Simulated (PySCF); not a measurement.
Compound: cyclo-(Me2SnS)3, C6H18S3Sn3.
Structure used (PBE0-D3(BJ)/def2-SVP), in Å, numbered top down from 1:
```xyz
30
C6H18S3Sn3 angstrom
Sn    -1.9460    0.4387    1.1208
C     -1.6638    2.5354    0.7776
C     -3.8795   -0.1250    1.8579
S     -0.3625   -0.3530    2.7767
Sn     1.6011   -0.7410    1.4058
C      1.4587   -2.6615    0.4628
C      3.2792   -0.4822    2.7139
S      1.7840    1.0316   -0.2564
Sn     0.2561    0.2547   -1.9733
C     -0.3727    2.0237   -3.0072
C      1.1956   -1.2541   -3.1790
S     -1.6407   -0.8380   -0.9278
H     -2.3019    2.8710   -0.0518
H     -0.6050    2.7069    0.5412
H     -1.9302    3.0834    1.6926
H     -4.5815   -0.2179    1.0180
H     -4.2481    0.6336    2.5627
H     -3.7929   -1.0909    2.3731
H      2.2160   -2.7507   -0.3288
H      0.4513   -2.7605    0.0364
H      1.6209   -3.4440    1.2178
H      3.3716   -1.3577    3.3721
H      4.1983   -0.3652    2.1234
H      3.1177    0.4162    3.3244
H     -1.1299    1.7627   -3.7594
H     -0.8058    2.7225   -2.2791
H      0.4898    2.4973   -3.4966
H      2.2698   -1.2657   -2.9490
H      1.0501   -1.0407   -4.2470
H      0.7566   -2.2308   -2.9350
```

Computed, not measured: PySCF, TDDFT CAM-B3LYP/def2-SVPD, vertical, gas phase, core orbitals frozen in the response, def2 core potentials past Kr. Spin–orbit coupling is left out.

Computed states:

| state | E (eV) | f |
| --- | --- | --- |
| S1 | 5.07 | 0.012 |
| S2 | 5.10 | 0.036 |
| S3 | 5.23 | 0.079 |
| S4 | 5.26 | 0.015 |
| S5 | 5.31 | 0.017 |
| S6 | 5.38 | 0.0014 |
| S7 | 5.87 | 0.055 |
| S8 | 5.93 | 0.084 |
| S9 | 5.99 | 0.060 |
| S10 | 6.12 | 0.015 |

Broadening: Gaussians 0.5 eV wide at half height, area fixed by f = 4.319×10⁻⁹ ∫ε dν̃. The width is an assumption, not a result. The curve ends short of the highest state used, and states not computed would add to its high-energy end.

Q: Give the broadened spectrum and its maxima.

A: 
```
E (eV)  ε (L mol⁻¹ cm⁻¹)
  4.32                 4
  4.35                 6
  4.39                13
  4.42                20
  4.45                32
  4.49                56
  4.52                85
  4.56               142
  4.59               205
  4.63               326
  4.66               452
  4.70               680
  4.73               905
  4.76              1182
  4.80              1644
  4.83              2063
  4.87              2718
  4.90              3275
  4.94              4088
  4.97              4732
  5.00              5382
  5.04              6222
  5.07              6799
  5.11              7450
  5.14              7820
  5.18              8123
  5.21              8194
  5.25              8081
  5.28              7850
  5.31              7515
  5.35              6949
  5.38              6476
  5.42              5850
  5.45              5430
  5.49              5001
  5.52              4815
```

Maxima: 238 nm (5.21 eV), ε about 8200, made up of S2 (21%), S3 (52%) and S5 (10%) (ε in L mol⁻¹ cm⁻¹; maxima over ε = 5, shares over 10%).

Q: On this curve, what absorbance would a 10⁻⁵ mol/L sample give at 248 nm over a 1 cm path?

A: 248 nm is 4.999 eV, where ε is about 5400 L mol⁻¹ cm⁻¹, so A = ε c l ≈ 0.054 (Beer–Lambert, with the gas-phase spectrum and the assumed width).

Q: What would ε be at 5.21 eV, the highest of these maxima, with half the width (0.25 eV)?

A: About 14000 L mol⁻¹ cm⁻¹ against 8190, a factor of about 1.7; a lone state at its own centre would give exactly 2.

Q: Coming from long wavelengths, where does ε first pass 100 L mol⁻¹ cm⁻¹?

A: At about 274 nm (4.53 eV), 0.53 eV below S1.

One conformer stands for the species.
